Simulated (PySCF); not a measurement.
A GIAO shielding run with PySCF (density fitting, non-relativistic, gas phase) on `InChI=1S/C3H9NO2Si2/c1-4-2-7-8(6)3-5/h3,6,8H,1-2,7H2/t8-/m1/s1`:

```
$ OMP_NUM_THREADS=1 python probes_run.py task.json out

{"job": {"kind": "nmr", "xc": "PBE0", "basis": "pcSseg-1"}, "charge": 0, "multiplicity": 1}
C      1.959456     1.417941     1.175564
N      1.595694     0.595116     0.302648
C      1.680099    -0.801812     0.531299
Si    -0.135853    -1.422055     0.642733
Si    -1.278010    -0.436102    -1.100469
O     -2.767411    -1.088230    -1.062580
C     -1.517415     1.453074    -0.861489
O     -2.617047     1.919444    -0.667818
H      2.404143     1.139395     2.137391
H      1.838582     2.472336     0.976174
H      2.155020    -1.255921    -0.339015
H      2.261057    -1.064948     1.425537
H     -0.609984    -1.053744     1.989877
H     -0.075203    -2.892036     0.629878
H     -0.723634    -0.556123    -2.458007
H     -3.538702    -0.538425    -1.196763
H     -0.637790     2.124122    -0.882733
```

Hardware: 1 thread of an Arm Neoverse V1, shared host. The job also computes population analyses, field gradients.

Task: How large is the calculation?

Result: 78 electrons, 195 basis functions and 1055 auxiliary functions.

Task: How long does it take, and how much memory does it need?

Result: 49 s of wall time, with 15 SCF cycles and 5 response iterations; peak memory 0.86 GiB. Times on a shared host scatter by some tens of per cent.
